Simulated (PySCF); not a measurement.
C2H5BBrCl, SMILES CCB(Cl)Br. Atoms are numbered in the order given.

```xyz
10

B      0.0448    -0.1585    -0.3156
Cl     0.5001     0.9810    -1.5748
Br    -0.2372     0.5266     1.4669
C     -0.1343    -1.6878    -0.5914
C      0.0908    -2.1824    -2.0224
H     -1.1479    -1.9554    -0.2349
H      0.5337    -2.2136     0.1183
H      1.1124    -1.9596    -2.3675
H     -0.6007    -1.6963    -2.7280
H     -0.0605    -3.2702    -2.0985
```
Charge 0, spin multiplicity 1.

Geometry optimised at B3LYP-D3(BJ)/def2-SVP. Other conformers were not sampled.

The numbers are results of TDA-PBE0/def2-SVPD (PySCF), not measurements.

Vertical excitations. Gas-phase values at a fixed geometry.

Computed lowest excited states:
| state | energy (eV) | λ (nm) | f | main pairs |
|---|---|---|---|---|
| S1 | 5.35 | 232 | 0.000 | HOMO→LUMO 100 % |
| S2 | 5.80 | 214 | 0.000 | HOMO−2→LUMO 99 % |
| S3 | 6.35 | 195 | 0.140 | HOMO−1→LUMO 94 % |
| S4 | 7.24 | 171 | 0.002 | HOMO−4→LUMO 97 % |
| S5 | 7.33 | 169 | 0.009 | HOMO→LUMO+1 52 %, HOMO−3→LUMO 42 % |
| S6 | 7.46 | 166 | 0.163 | HOMO−3→LUMO 53 %, HOMO→LUMO+1 41 % |
| S7 | 7.57 | 164 | 0.001 | HOMO−6→LUMO 98 % |
| S8 | 7.77 | 160 | 0.027 | HOMO−1→LUMO+1 93 % |
| S9 | 7.89 | 157 | 0.001 | HOMO→LUMO+2 74 % |
| S10 | 7.93 | 156 | 0.048 | HOMO−2→LUMO+1 86 % |
| T1 | 5.15 | 241 | 0 | HOMO→LUMO 93 % |
| T2 | 5.42 | 229 | 0 | HOMO−1→LUMO 98 % |
| T3 | 5.45 | 228 | 0 | HOMO−2→LUMO 92 % |
| T4 | 6.46 | 192 | 0 | HOMO−3→LUMO 62 %, HOMO−5→LUMO 37 % |
Triplets are in the Tamm–Dancoff approximation.
